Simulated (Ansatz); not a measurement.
H₄O₃STi, SMILES `[OH][Ti]([OH])([OH])[SH]` at its PBE0-D4/def2-TZVP geometry, where that method's forces vanish. Total charge 0; spin multiplicity 1.

```xyz
9

O     0.7538   -1.5406    0.6542
Ti   -0.0699   -0.1749   -0.1640
O    -0.8839   -0.6977   -1.6676
O     1.0973    1.1345   -0.4906
S    -1.7380    0.6626    1.2001
H     1.6442   -1.6227    0.9987
H    -0.9414   -0.2971   -2.5361
H     1.1359    2.0721   -0.3013
H    -0.9979    0.4638    2.3066
```

**Question.** What forces (eV/Å) does PBE-D4/def2-TZVPP give on these atoms in Ansatz? (Estimate.)

**Answer.** Computed: 
```
O1  -0.180 -0.437  0.080
Ti2 -0.159  0.158  0.213
O3  -0.260 -0.409 -0.076
O4   0.353 -0.032 -0.199
S5  -0.325  0.119 -0.061
H6   0.437 -0.032  0.176
H7  -0.027  0.208 -0.426
H8   0.026  0.460  0.090
H9   0.136 -0.035  0.204
```
